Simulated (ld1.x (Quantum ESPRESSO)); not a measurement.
How hard is this boron (B) PAW potential?

| Item | Value |
| --- | --- |
| Element | boron |
| Generator | ld1.x (Quantum ESPRESSO) 7.5 |
| Type | PAW |
| Functional | LDA (PZ) |
| Relativity | scalar-relativistic |
| Frozen core | [He] |
| Valence charge | 3 |
| Reference configuration | 2s2 2p1 |
| Partial waves | 2s (bound): rcut 1.00, rcutus 1.52 bohr; 2s channel at -0.2 Ry: rcut 1.00, rcutus 1.52 bohr; 2p (bound): rcut 1.95, rcutus 2.60 bohr; 2p channel at 0.45 Ry: rcut 1.95, rcutus 2.60 bohr |
| Local potential | all-electron potential smoothed inside 2.05 bohr (lloc = -2) |
| Core correction | Bessel-smoothed model core inside 0.80 bohr |
| Augmentation charge | BESSEL, radius 0.85 bohr |

The pseudo-atom Hamiltonian at the reference potential is diagonalised in spherical Bessel functions j_l(qr) that vanish at 20 bohr, with q² up to the cutoff. All-electron valence levels (Ry): 2s -0.6901, 2p -0.2734.

Task: How do the lowest levels (Ry) of each channel move with the cutoff, and are there ghosts?

Result:

```json
{"cutoff (Ry)": "8", "s #1": "-0.6892", "s #2": "-0.0083", "p #1": "-0.2707", "p #2": "0.0323", "d #1": "0.0681", "f #1": "0.1141", "Σ f·Δε (mRy)": "4.6"}
{"cutoff (Ry)": "10", "s #1": "-0.6895", "s #2": "-0.0083", "p #1": "-0.2730", "p #2": "0.0320", "d #1": "0.0681", "f #1": "0.1141", "Σ f·Δε (mRy)": "1.7"}
{"cutoff (Ry)": "12", "s #1": "-0.6898", "s #2": "-0.0084", "p #1": "-0.2733", "p #2": "0.0319", "d #1": "0.0681", "f #1": "0.1141", "Σ f·Δε (mRy)": "0.7"}
{"cutoff (Ry)": "15", "s #1": "-0.6900", "s #2": "-0.0084", "p #1": "-0.2734", "p #2": "0.0319", "d #1": "0.0681", "f #1": "0.1141", "Σ f·Δε (mRy)": "0.4"}
{"cutoff (Ry)": "18", "s #1": "-0.6901", "s #2": "-0.0084", "p #1": "-0.2734", "p #2": "0.0319", "d #1": "0.0681", "f #1": "0.1141", "Σ f·Δε (mRy)": "0.2"}
{"cutoff (Ry)": "400", "s #1": "-0.6902", "s #2": "-0.0084", "p #1": "-0.2735", "p #2": "0.0319", "d #1": "0.0681", "f #1": "0.1141", "Σ f·Δε (mRy)": "0.0"}
```

Result: no extra level below or beside the all-electron valence levels (s, p, d, f tested); 10 mRy is reached at 8 Ry and 1 mRy at 12 Ry.

Test run stopped at test 1 of 9 (negative rho).
